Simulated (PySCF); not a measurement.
PbBr2, SMILES [Br][Pb][Br] (connectivity only; charge and spin as stated), neutral, multiplicity 1.

Geometry: PBE-D3(BJ)/def2-SVP. The isomer is the one that the SMILES or the coordinates give; other isomers of the formula were not compared. The def2 effective core potentials stand for the cores of Pb; spin–orbit coupling is left out.

Calculation: PBE-D3(BJ)/def2-SVP in PySCF.

Frequencies are harmonic and unscaled.

| mode | ν (cm⁻¹) | IR (km/mol) | moving atoms (share of kinetic energy) |
|---|---|---|---|
| 1 | 60 | 0.8 | Br 82 %, Pb 18 % |
| 2 | 205 | 37.1 | Br 68 %, Pb 32 % |
| 3 | 209 | 12.8 | Br 75 %, Pb 25 % |
